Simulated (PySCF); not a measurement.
Au(Cl)(CO) anion (CAuClO), SMILES [O+]#[C-]->[Au][Cl] (connectivity only; charge and spin as stated), charge -1, multiplicity 2.

The structure is a stationary point at B3LYP-D3(BJ)/def2-SVPD. The multiplicity is an assumed one; other spin states were not compared. The isomer is the one that the SMILES or the coordinates give; other isomers of the formula were not compared. The def2 effective core potentials stand for the cores of Au; spin–orbit coupling is left out.

These are PBE/def2-TZVPD in PySCF values and carry that method's errors.

Isolated molecule, no solvent. A positive occupied level means that this level leaves the electron formally unbound; only the finite basis holds it.

Computed frontier levels, dipole moment and polarisability:
```
Item                                                                Value
------------------------------------------------  -----------------------
α spin, highest occupied and lowest empty level          0.90 and 2.20 eV
β spin, highest occupied and lowest empty level         -1.73 and 1.82 eV
dipole moment about the centre of nuclear charge                   1.59 D
mean static polarisability                          95.4 bohr³ (14.14 Å³)
polarisability, principal values                  62.8, 68.0, 155.4 bohr³
⟨S²⟩                                              0.753 (pure state 0.75)
```
